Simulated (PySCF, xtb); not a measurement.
Te(OMe)(GeH3) (CH6GeOTe), SMILES CO[Te][GeH3]. The values are those of a single conformer.

Harmonic wavenumbers (cm⁻¹) from GFN2-xTB (xtb 6.7.1) at its own minimum, in rising order: 37, 48, 78, 170, 240, 263, 440, 467, 490, 758, 836, 871, 1070, 1144, 1154, 1419, 1477, 1497, 1908, 1980, 2078, 2920, 2937, 2983.

**Question.** What does PBE-D3(BJ)/def2-SVP (PySCF) give at its own minimum? (Estimate from the structure and the level; the computed values follow.)

**Answer.** 69, 78, 86, 202, 227, 268, 458, 481, 508, 759, 831, 848, 1039, 1128, 1134, 1391, 1395, 1431, 2064, 2084, 2087, 2902, 2973, 3015. Paired by order, the mean absolute difference is 33 cm⁻¹ and the zero-point energies are 39.0 and 39.3 kcal/mol.
